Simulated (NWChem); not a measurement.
Species: GaH, singlet; SMILES [GaH]

Computed with NWChem. Low-valent species are run as closed-shell singlets; no triplet was tried in these runs. All runs use the structure optimised with PBE0-D3(BJ)/def2-TZVP. B3LYP is NWChem's, with the RPA form of VWN correlation. Ions are spin-unrestricted doublets at the neutral geometry; other ion states weren't tried.

| level | vertical ionisation energy, ΔSCF (eV) | −ε(HOMO) (eV) | ΔSCF minus −ε(HOMO) (eV) |
|---|---|---|---|
| B3LYP/aug-cc-pVDZ | 8.49 | 5.83 | 2.66 |
| PBE/aug-cc-pVDZ | 8.37 | 4.99 | 3.38 |
| M06-2X/aug-cc-pVDZ | 8.23 | 6.84 | 1.39 |
| PBE0/aug-cc-pVDZ | 8.34 | 5.94 | 2.40 |
| r2SCAN/aug-cc-pVDZ | 8.31 | 5.23 | 3.08 |
